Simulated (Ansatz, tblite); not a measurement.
Isomers of Na₆Cu⁻ (singlet), found by a short tight-binding search and relaxed with B3LYP-D4/def2-SVPD in Ansatz.

The xTB rows come from tblite. B3LYP takes the VWN-RPA correlation.

Run but left out: HF/def2-SVPD, HF/def2-TZVPD, MP2/def2-SVPD, MP2/def2-TZVPD, CCSD/def2-SVPD, CCSD(T)/def2-SVPD (A: restricted singlet, unstable towards broken spin symmetry).

A: The restricted singlet is unstable towards broken spin symmetry in Hartree–Fock (as tested in another run); at LDA (SPW92)/def2-TZVPD, PBE-D4/def2-TZVPD, BLYP-D4/def2-TZVPD, r2SCAN-D4/def2-TZVPD and others this wasn't settled. At BLYP-D4/def2-TZVPD the highest occupied level of the charge -1 singlet lies above zero (up to 0.12 eV). The electron is either unbound and held by the finite basis, or the level is raised by self-interaction error. B: The restricted singlet is unstable towards broken spin symmetry in Hartree–Fock (as tested in another run); at LDA (SPW92)/def2-TZVPD, PBE-D4/def2-TZVPD, BLYP-D4/def2-TZVPD, r2SCAN-D4/def2-TZVPD and others this wasn't settled. At BLYP-D4/def2-TZVPD the highest occupied level of the charge -1 singlet lies above zero (up to 0.15 eV). The electron is either unbound and held by the finite basis, or the level is raised by self-interaction error.

Other spin states weren't relaxed.

A:

```xyz
7

Cu    0.032   -0.920    2.220
Na    0.247   -2.460   -0.091
Na    1.932   -0.157   -1.877
Na    1.883    0.954    1.306
Na   -0.256    2.595   -0.716
Na   -2.117    0.504    1.169
Na   -1.721   -0.516   -2.011
```

B:

```xyz
7

Cu    0.0128   -0.0003    0.0007
Na   -1.7847   -1.3438    1.5427
Na    0.8721    1.3107    2.2208
Na   -0.9216   -1.3000   -2.2005
Na   -1.8247    1.9605   -0.4390
Na    1.8308   -1.9821    0.3897
Na    1.8154    1.3549   -1.5144
```

Problem. Estimate their order by electronic energy at PBE0-D4/def2-TZVPD, counted from the lowest.

Solution. B (0.00) < A (0.11), in eV.

Problem. Do the other levels pick the same lowest one?

Solution. Not GFN1-xTB, GFN2-xTB. Energies above each level's lowest (eV):

```tsv
level	A	B
GFN1-xTB	0.00	0.55
GFN2-xTB	0.00	1.02
LDA (SPW92)/def2-TZVPD	0.40	0.00
PBE-D4/def2-TZVPD	0.16	0.00
BLYP-D4/def2-TZVPD	0.11	0.00
r2SCAN-D4/def2-TZVPD	0.41	0.00
B3LYP-D4/def2-TZVPD	0.04	0.00
PBE0-D4/def2-TZVPD	0.11	0.00
```
Point groups (tolerance 0.1 Å): A not assigned, B not assigned. Lower isomers may exist.
